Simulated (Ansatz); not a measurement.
Compare A (`CC1(O)CCCC1`) with its isomer B (`OC1CCCCC1`).

Gas-phase electronic energies from Ansatz, PBE0-D4/def2-TZVP geometries. CBS: MP2 limit from def2 TZ/QZ plus the TZ coupled-cluster correction, frozen cores. DFT in def2-TZVPP. B3LYP here is the variant with VWN-RPA as its local correlation; programs differ in this. One conformer a species, not always the lowest.

A:

Z-matrix (Å, degrees):
```
C
C 1 1.515
H 1 1.092 2 110.3
H 1 1.092 2 111.2 3 120.6
H 1 1.095 2 110.8 3 -119.6
C 2 1.528 1 114.3 3 -178.2
O 2 1.428 1 110.2 3 57.5
C 2 1.524 1 114.3 3 -61.1
C 6 1.528 2 104.2 1 165.3
H 6 1.095 2 108.9 1 46.9
H 6 1.095 2 112.1 1 -71.5
H 7 0.961 2 108.0 1 63.2
C 8 1.535 2 105.3 1 -161.3
H 8 1.091 2 110.8 1 75.7
H 8 1.093 2 108.6 1 -42.5
H 9 1.092 6 112.1 2 -152.3
H 9 1.091 6 109.9 2 88.8
H 13 1.092 8 111.2 2 141.0
H 13 1.091 8 110.8 2 -100.4
```

B:

```xyz
19

O    -1.1191    1.8346   -1.4671
C    -0.2459    0.8619   -0.9229
C    -0.9929   -0.4556   -0.8977
C    -0.1408   -1.5629   -0.2932
C     0.3528   -1.1878    1.0975
C     1.0953    0.1411    1.0772
C     0.2344    1.2404    0.4688
H    -0.6764    2.6867   -1.4384
H     0.6359    0.7466   -1.5759
H    -1.9051   -0.3162   -0.3055
H    -1.3084   -0.7103   -1.9130
H     0.7229   -1.7537   -0.9424
H    -0.7114   -2.4951   -0.2575
H    -0.5058   -1.1101    1.7760
H     0.9973   -1.9760    1.4978
H     1.4069    0.4227    2.0870
H     2.0146    0.0315    0.4884
H    -0.6473    1.4191    1.0957
H     0.7930    2.1831    0.4251
```

Q: Which isomer does CCSD(T)/CBS put lower? Give the gap. (Estimate.)

A: Computed: B, by 2.4 kcal/mol.

Q: Give E(B) − E(A) in kcal/mol with HF/def2-TZVPP, r2SCAN-D4, CCSD/def2-TZVPP, PBE0-D4, CCSD(T)/def2-TZVPP, B3LYP-D4, MP2/def2-TZVPP. (Best estimate.)

A: Ansatz gave: HF/def2-TZVPP -3.7, r2SCAN-D4 -2.6, CCSD/def2-TZVPP -2.5, PBE0-D4 -3.0, CCSD(T)/def2-TZVPP -2.2, B3LYP-D4 -2.9, MP2/def2-TZVPP -1.9. None reverses the order clearly.

Largest T1 diagnostic: 0.010.

In def2-TZVPP, CCSD(T) changes the Hartree–Fock value by +1.5 kcal/mol (the triples alone add +0.4 kcal/mol) and MP2 by +1.7 kcal/mol.
